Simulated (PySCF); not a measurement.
SMILES [GeH3][SiH2][GeH3] (H8Ge2Si), GFN2-xTB optimised geometry.

```
11

Ge     2.02    -0.85     0.00
Si    -0.32    -0.85     0.00
Ge    -1.17     1.33     0.00
H      2.66    -0.07     1.11
H      2.66    -0.27    -1.23
H      2.65    -2.20     0.12
H     -0.81    -1.56    -1.18
H     -0.81    -1.57     1.18
H     -0.71     2.20    -1.13
H     -2.66     1.42    -0.08
H     -0.83     2.15     1.21
```

Density from PBE0/def2-TZVP run with PySCF at that geometry.

Minimum of the electron density along straight lines between bonded atoms, close to the bond critical point (lines longer than 1.1 times the sum of covalent radii, or with two minima, are not listed):

```csv
bond,length / Å,ρ at the minimum / e bohr⁻³,∇²ρ there / e bohr⁻⁵,position (fraction from the first atom)
Ge1–Si2,2.337,0.093,-0.16,0.60
Si2–Ge3,2.338,0.093,-0.16,0.40
Ge1–H4,1.500,0.140,0.09,0.60
Ge1–H5,1.500,0.140,0.09,0.60
Ge1–H6,1.500,0.140,0.10,0.60
Si2–H7,1.466,0.122,0.19,0.49
Si2–H8,1.466,0.122,0.19,0.49
Ge3–H9,1.500,0.140,0.09,0.60
Ge3–H10,1.500,0.140,0.10,0.60
Ge3–H11,1.500,0.140,0.09,0.60
```
